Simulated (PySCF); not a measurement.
Telling isomers of C$_{6}$H$_{12}$N$_{2}$OSi apart by NMR

Theoretical values (PySCF 2.14): geometry: GFN2-xTB, NMR shieldings at PBE0/pcSseg-1/GIAO. In vacuum, rapidly exchanging positions averaged, one computed conformer, relativity neglected.

Scale: 1H and 13C vs TMS (reference shieldings calculated alike). Where no couplings were computed, multiplicities follow the n + 1 count of equivalent neighbours, and m marks all less simple cases (inequivalent or close neighbours, rings, F or P nearby). Shifts are as computed. Against solution values, carbons near 30 ppm lie about +3 ppm off and those near 130 ppm about +5 ppm. Of 1211 compounds with measured shifts, 218 miss one by over three times the rms of a fit or turn the order of signals round; such compounds aren't used in these exercises.

(1) Tabulate the signals of `Cc1nnc([Si](C)(C)C)o1`, `COc1ccnn1[SiH](C)C`, `CN(C)Cc1cnoc1[SiH3]` and their relative energies.

(2) What is the quickest way to tell Cc1nnc([Si](C)(C)C)o1 from COc1ccnn1[SiH](C)C?

(3) What is the quickest way to tell COc1ccnn1[SiH](C)C from CN(C)Cc1cnoc1[SiH3]?

(4) What is the quickest way to tell Cc1nnc([Si](C)(C)C)o1 from CN(C)Cc1cnoc1[SiH3]?

Results:

(1) 
```tsv
SMILES	carbon types	δC	δH	E rel. (kcal/mol)
Cc1nnc([Si](C)(C)C)o1	2×C 4×CH3	176.0, 170.8, 13.5, -0.9	2.66 (s, 3H), 0.38 (s, 9H)	0.0
COc1ccnn1[SiH](C)C	1×C 2×CH 3×CH3	169.8, 145.9, 87.7, 58.5, -2.4	7.54 (m, 1H), 5.50 (m, 1H), 5.35 (sept, 1H), 4.04 (s, 3H), 0.46 (d, 6H)	6.6
CN(C)Cc1cnoc1[SiH3]	2×C 1×CH 1×CH2 2×CH3	176.2, 151.7, 137.5, 55.9, 45.8	8.16 (s, 1H), 4.45 (s, 3H), 3.47 (s, 2H), 2.30 (s, 6H)	59.9
```

Energies are electronic energies at PBE0/pcSseg-1 on these geometries, without zero-point or thermal terms, each for the one conformer computed, which needn't be the lowest.

(2) Count the carbon signals: 4 against 5. The first has a methyl carbon on an aromatic ring (CH3) at 13.5 ppm, the second an aromatic CH next to a ring nitrogen at 145.9 ppm. Their most deshielded carbons lie at 176.0 and 169.8 ppm. In the proton spectra the most deshielded non-exchanging signals are 2.66 (s, 3H) and 7.54 (m, 1H).

(3) Both give the same number of carbon signals, but DEPT or the intensities differ. The first has an aromatic CH at 87.7 ppm, the second an sp3 CH2 bonded to N, on an aromatic ring at 55.9 ppm. Their most deshielded carbons lie at 169.8 and 176.2 ppm. In the proton spectra the most deshielded non-exchanging signals are 7.54 (m, 1H) and 8.16 (s, 1H).

(4) Count the carbon signals: 4 against 5. The first has a methyl carbon bonded to Si (CH3) at -0.9 ppm, the second an aromatic CH next to a ring nitrogen at 151.7 ppm. Their most deshielded carbons lie at 176.0 and 176.2 ppm. In the proton spectra the most deshielded non-exchanging signals are 2.66 (s, 3H) and 8.16 (s, 1H).
